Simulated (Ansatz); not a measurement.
`[F][AlH][S][SiH3]` and `[CH3][AlH][S][SiH3]` differ in one atom or group.

Ansatz, PBE0-D4/def2-TZVP geometries, multiplicity 1. Each molecule was computed in one conformer, which needn't be the lowest.

```json
{"property": "HOMO energy (PBE0/def2-TZVPP) / eV", "`[F][AlH][S][SiH3]`": "-8.00"}
{"property": "size of the dipole moment (ωB97M-V/def2-TZVPP) / D", "`[F][AlH][S][SiH3]`": "1.92"}
{"property": "HOMO energy (B3LYP/def2-TZVPP) / eV", "`[F][AlH][S][SiH3]`": "-7.75"}
{"property": "HOMO–LUMO gap (B3LYP/def2-TZVPP) / eV", "`[F][AlH][S][SiH3]`": "6.45"}
{"property": "LUMO energy (PBE/def2-TZVPP) / eV", "`[F][AlH][S][SiH3]`": "-1.84"}
{"property": "size of the dipole moment (PBE/def2-TZVPP) / D", "`[F][AlH][S][SiH3]`": "1.86"}
```

Q: What does the change do to each property? (An estimate is asked.)

A: Ansatz gave: 
```tsv
property	`[CH3][AlH][S][SiH3]`	shift
HOMO energy (PBE0/def2-TZVPP) / eV	-7.63	0.37
size of the dipole moment (ωB97M-V/def2-TZVPP) / D	1.62	-0.30
HOMO energy (B3LYP/def2-TZVPP) / eV	-7.38	0.37
HOMO–LUMO gap (B3LYP/def2-TZVPP) / eV	6.05	-0.40
LUMO energy (PBE/def2-TZVPP) / eV	-1.90	-0.06
size of the dipole moment (PBE/def2-TZVPP) / D	1.58	-0.28
```

With PBE0 the HOMO rises by 0.37 eV and the LUMO falls by 0.05 eV, so the gap narrows by about 0.42 eV. PBE moves the HOMO by 0.35 eV and ωB97M-V by 0.36 eV. Dipoles are sizes alone; their direction can turn.

B3LYP here is the variant with VWN-RPA as its local correlation; programs differ in this.
